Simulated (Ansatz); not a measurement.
Computed with PBE0-D4/def2-TZVP (Ansatz, a first-principles code). No frequencies were computed at this level.

Ansatz 0.2 input:
```yaml
crystal:
  periodic: [false, false, false]
  atoms:
    - { symbol: C, position_ang: [2.166889, -0.125144, 0.318478] }
    - { symbol: C, position_ang: [1.06606, 0.257584, 0.03482] }
    - { symbol: N, position_ang: [-0.161478, 0.647154, -0.340945] }
    - { symbol: C, position_ang: [-1.244476, -0.295985, -0.149486] }
    - { symbol: H, position_ang: [3.14336, -0.435763, 0.530572] }
    - { symbol: H, position_ang: [-0.387941, 1.589743, -0.044701] }
    - { symbol: H, position_ang: [-2.118925, 0.061401, -0.694158] }
    - { symbol: H, position_ang: [-1.519323, -0.43903, 0.904659] }
    - { symbol: H, position_ang: [-0.944168, -1.259959, -0.559241] }
basis:
  gaussian: { orbitals: def2-tzvp }
hamiltonian:
  xc: pbe0
  dispersion: d4
relax:
  max_steps: 150
```

Output:

```
Functional definition: PBE0
915 factors; their error is unknown
mean field evaluation 1: about -4668.9838 eV, gradient 5.6e1 eV
mean field evaluation 2: about -4668.8219 eV, gradient 5.6e1 eV
mean field evaluation 4: about -4676.0878 eV, gradient 5.1e0 eV
mean field evaluation 8: about -4676.1482 eV, gradient 4.6e-1 eV
mean field evaluation 16: about -4676.1485 eV, gradient 2.3e-5 eV
mean field -4676.14848246 eV, -171.8452871232 hartree, gradient 2.3e-5 eV, S^2 0.000000; 0 other end points of the search recorded, 0 dependent functions left out
reference -4676.14851086 eV, -171.8452881667 hartree; 15, 15 occupied and 139, 139 virtual orbitals, 915 factors
relax step   1: F+E_penalty+E_count = -4676.25660871 eV  Δ(F+E_penalty+E_count) = +0.000e0 eV  max|allowed force component| = 6.291e-1 eV/Å  Δτ_max = 0.0000 Å  (28 SCF iters, accepted)
these checks for a lower state are left out or cut short: starts, cluster_reference, orbital_swaps, neighbouring_geometries, increment
915 factors; their error is unknown
mean field -4676.15813763 eV, -171.8456419442 hartree, gradient 1.4e-5 eV, S^2 0.000000; 0 other end points of the search recorded, 0 dependent functions left out
reference -4676.15816607 eV, -171.8456429894 hartree; 15, 15 occupied and 139, 139 virtual orbitals, 915 factors
relax step   2: F+E_penalty+E_count = -4676.26607950 eV  Δ(F+E_penalty+E_count) = -9.471e-3 eV  max|allowed force component| = 1.244e-1 eV/Å  Δτ_max = 0.0201 Å  (34 SCF iters, accepted)
these checks for a lower state are left out or cut short: starts, cluster_reference, orbital_swaps, neighbouring_geometries, increment
915 factors; their error is unknown
mean field -4676.16023496 eV, -171.8457190195 hartree, gradient 1.4e-5 eV, S^2 0.000000; 0 other end points of the search recorded, 0 dependent functions left out
reference -4676.16026343 eV, -171.8457200659 hartree; 15, 15 occupied and 139, 139 virtual orbitals, 915 factors
relax step   3: F+E_penalty+E_count = -4676.26811190 eV  Δ(F+E_penalty+E_count) = -2.032e-3 eV  max|allowed force component| = 6.026e-2 eV/Å  Δτ_max = 0.0207 Å  (32 SCF iters, accepted)
these checks for a lower state are left out or cut short: starts, cluster_reference, orbital_swaps, neighbouring_geometries, increment
915 factors; their error is unknown
mean field evaluation 32: about -4676.1465 eV, gradient 2.2e0 eV
mean field -4676.16181023 eV, -171.8457769097 hartree, gradient 1.3e-5 eV, S^2 0.000000; 0 other end points of the search recorded, 0 dependent functions left out
reference -4676.16183875 eV, -171.8457779576 hartree; 15, 15 occupied and 139, 139 virtual orbitals, 915 factors
relax step   4: F+E_penalty+E_count = -4676.26968111 eV  Δ(F+E_penalty+E_count) = -1.569e-3 eV  max|allowed force component| = 1.187e-2 eV/Å  Δτ_max = 0.0394 Å  (32 SCF iters, accepted)
these checks for a lower state are left out or cut short: starts, cluster_reference, orbital_swaps, neighbouring_geometries, increment
915 factors; their error is unknown
mean field -4676.16207024 eV, -171.8457864649 hartree, gradient 1.3e-5 eV, S^2 0.000000; 0 other end points of the search recorded, 0 dependent functions left out
reference -4676.16209875 eV, -171.8457875125 hartree; 15, 15 occupied and 139, 139 virtual orbitals, 915 factors
relax step   5: F+E_penalty+E_count = -4676.26992543 eV  Δ(F+E_penalty+E_count) = -2.443e-4 eV  max|allowed force component| = 1.755e-2 eV/Å  Δτ_max = 0.0191 Å  (32 SCF iters, accepted)
these checks for a lower state are left out or cut short: starts, cluster_reference, orbital_swaps, neighbouring_geometries, increment
915 factors; their error is unknown
mean field -4676.16210994 eV, -171.8457879239 hartree, gradient 1.3e-5 eV, S^2 0.000000; 0 other end points of the search recorded, 0 dependent functions left out
reference -4676.16213844 eV, -171.8457889713 hartree; 15, 15 occupied and 139, 139 virtual orbitals, 915 factors
relax step   6: F+E_penalty+E_count = -4676.26996802 eV  Δ(F+E_penalty+E_count) = -4.260e-5 eV  max|allowed force component| = 1.257e-2 eV/Å  Δτ_max = 0.0139 Å  (33 SCF iters, accepted)
these checks for a lower state are left out or cut short: starts, cluster_reference, orbital_swaps, neighbouring_geometries, increment
915 factors; their error is unknown
mean field -4676.16210839 eV, -171.8457878670 hartree, gradient 1.3e-5 eV, S^2 0.000000; 0 other end points of the search recorded, 0 dependent functions left out
reference -4676.16213689 eV, -171.8457889143 hartree; 15, 15 occupied and 139, 139 virtual orbitals, 915 factors
relax step   7: F+E_penalty+E_count = -4676.26997101 eV  Δ(F+E_penalty+E_count) = -2.984e-6 eV  max|allowed force component| = 4.496e-3 eV/Å  Δτ_max = 0.0013 Å  (34 SCF iters, accepted)
915 factors; their error is unknown
mean field evaluation 64: about -4676.1621 eV, gradient 6.7e-3 eV
mean field -4676.16210839 eV, -171.8457878670 hartree, gradient 1.3e-5 eV, S^2 0.000000; 1 other end points of the search recorded, 0 dependent functions left out
reference -4676.16213689 eV, -171.8457889143 hartree; 15, 15 occupied and 139, 139 virtual orbitals, 915 factors
Total energy: -4676.26999950 eV, -171.8497527921 hartree
Atom 0 at     2.174202    -0.111027     0.335178 Å, force     0.000170     0.000225     0.000456 eV/Å
Atom 1 at     1.069885     0.258876     0.031153 Å, force    -0.002468     0.001511    -0.000542 eV/Å
Atom 2 at    -0.156960     0.632382    -0.348629 Å, force     0.000311     0.004496    -0.001460 eV/Å
Atom 3 at    -1.250897    -0.301575    -0.144770 Å, force     0.002639    -0.001099     0.002299 eV/Å
Atom 4 at     3.155279    -0.427478     0.592646 Å, force     0.000272    -0.000444    -0.000147 eV/Å
Atom 5 at    -0.380933     1.592788    -0.136525 Å, force     0.002101    -0.002876    -0.000133 eV/Å
Atom 6 at    -2.152125     0.104214    -0.605776 Å, force     0.000765    -0.000316     0.000366 eV/Å
Atom 7 at    -1.449283    -0.504604     0.914271 Å, force    -0.002299    -0.000926    -0.000773 eV/Å
Atom 8 at    -1.009170    -1.243575    -0.637549 Å, force    -0.001492    -0.000572    -0.000065 eV/Å
Dipole moment:    -0.370135     0.095336     0.072085 e Å
```

Cost: about 25 core-seconds (a rough figure).
